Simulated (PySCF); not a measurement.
Identify the unknown among the candidates.

All candidates are C5H7ClN2Si.

- NMR, other nuclei: isotropic shieldings of nuclei other than C and H, by class: -194 (1 N), -50 (1 N), 357 (1 Si), 927 (1 Cl) ppm [GIAO PBE0/pcSseg-1]
- UV, strongest line: among the 8 lowest singlet transitions: S6 at 6.29 eV (197 nm, f = 0.409) [TDDFT PBE0/def2-SVPD]
- 13C NMR: chemical shifts (computed TMS as zero) by class: 150.0 (1 C), 137.6 (1 C), 124.3 (1 C), 119.5 (1 C), 31.7 (1 C) ppm [GIAO PBE0/pcSseg-1]
- UV, first state: lowest singlet excitation: 3.50 eV (354 nm, f = 0.000) [TDDFT PBE0/def2-SVPD]
- Rotational structure: rotational constants A, B, C: 1.161, 0.754, 0.487 GHz [GFN2-xTB]
- Dipole: 3.68 D [PBE0/def2-SVPD]
- Triplet: lowest triplet excitation (Tamm–Dancoff): 2.88 eV [TDA PBE0/def2-SVPD]
- 1H NMR: chemical shifts (computed TMS as zero) by class: 8.02 (1 H), 5.71 (1 H), 5.45 (1 H), 5.44 (1 H), 5.34 (1 H), 2.40 (1 H), 1.99 (1 H) ppm [GIAO PBE0/pcSseg-1]

Gas-phase values; electronic properties from PySCF, density fitting. Levels stand in brackets. One conformer (not necessarily the lowest) at the GFN2-xTB geometry, without solvent, vibrations or thermal averaging. NMR values are class means; diastereotopic atoms form classes of their own.

Task: Which candidate is it?
A. `C=CC[Si@@H](Cl)/N=C/C#N`
B. `C=Nc1ccn([SiH2]Cl)c1`
C. `C=Cc1nccn1[SiH2]Cl`

Result: A. It is `C=CC[Si@@H](Cl)/N=C/C#N`. Numbering: `[CH2:1]=[CH:2][CH2:3][Si@@H:4]([Cl:5])/[N:6]=[CH:7]/[C:8]#[N:9]`. Its formula, C5H7ClN2Si, gives 4 degrees of unsaturation: 0 rings and 4 π bonds in the structure found. 5 carbons fall into 5 classes; from least to most shielded: C=N carbon [C7] (150.0 ppm), alkene CH carbon [C2] (137.6 ppm), terminal =CH2 carbon [C1] (124.3 ppm), nitrile carbon [C8] (119.5 ppm), sp3 carbon bound to silicon [C3] (31.7 ppm). Hydrogen classes from least to most shielded: 1 H on a C=N carbon, C7 (8.02 ppm), 1 H on an alkene CH carbon, C2 (5.71 ppm), 1 H on a terminal =CH2 carbon, C1 (5.45 ppm), 1 H on a chlorine-bound silicon, Si4 (5.44 ppm), 1 H on a terminal =CH2 carbon, C1 (5.34 ppm), 1 H on an sp3 carbon bound to silicon, C3 (2.40 ppm), 1 H on an sp3 carbon bound to silicon, C3 (1.99 ppm). The other shieldings belong to: -194 ppm, C=N nitrogen [N6]; -50 ppm, nitrile nitrogen [N9]; 357 ppm, chlorine-bound silicon [Si4]; 927 ppm, silicon-bound chlorine [Cl5]. S1 is mainly HOMO−1→LUMO (weight 0.96); the largest Löwdin shares of the orbital it empties are 0.59 on the C=N nitrogen, 0.14 on the C=N carbon, 0.10 on the chlorine-bound silicon and 0.06 on the hydrogen on a C=N carbon, of the orbital it fills 0.30 on the C=N nitrogen, 0.29 on the C=N carbon, 0.16 on the nitrile nitrogen and 0.12 on the nitrile carbon. The optimised geometry has point group C1 and is an asymmetric top.

The others, at the same levels:
- `C=Nc1ccn([SiH2]Cl)c1` fails: its computed 13C shifts are 147.1 (1 C), 145.7 (1 C), 130.4 (1 C), 124.1 (1 C), 106.4 (1 C) ppm, 1H shifts are 7.96 (1 H), 7.30 (1 H), 7.20 (1 H), 6.89 (1 H), 6.57 (1 H), 5.80 (2 H) ppm and rotational constant A is 3.001 GHz (against 1.161 GHz).
- `C=Cc1nccn1[SiH2]Cl` fails: its computed 13C shifts are 153.2 (1 C), 138.1 (1 C), 129.4 (1 C), 126.1 (1 C), 124.6 (1 C) ppm, 1H shifts are 7.43 (1 H), 7.19 (1 H), 7.03 (1 H), 6.29 (1 H), 5.91 (2 H), 5.71 (1 H) ppm and rotational constant A is 2.378 GHz (against 1.161 GHz).

Each candidate is one conformer, not necessarily the lowest. The conformers computed, where there is a choice (atom-mapped SMILES and torsion angles):
- `[CH2:1]=[CH:2][CH2:3][Si@@H:4]([Cl:5])/[N:6]=[CH:7]/[C:8]#[N:9]`: C1–C2–C3–Si4 -104°, C2–C3–Si4–Cl5 179°, C3–Si4–N6–C7 114°
- `[CH2:1]=[N:2][c:3]1[cH:4][cH:5][n:6]([SiH2:7][Cl:8])[cH:9]1`: C1–N2–C3–C4 -12°, C5–N6–Si7–Cl8 166°
- `[CH2:1]=[CH:2][c:3]1[n:4][cH:5][cH:6][n:7]1[SiH2:8][Cl:9]`: C1–C2–C3–N4 -3°, C6–N7–Si8–Cl9 1°
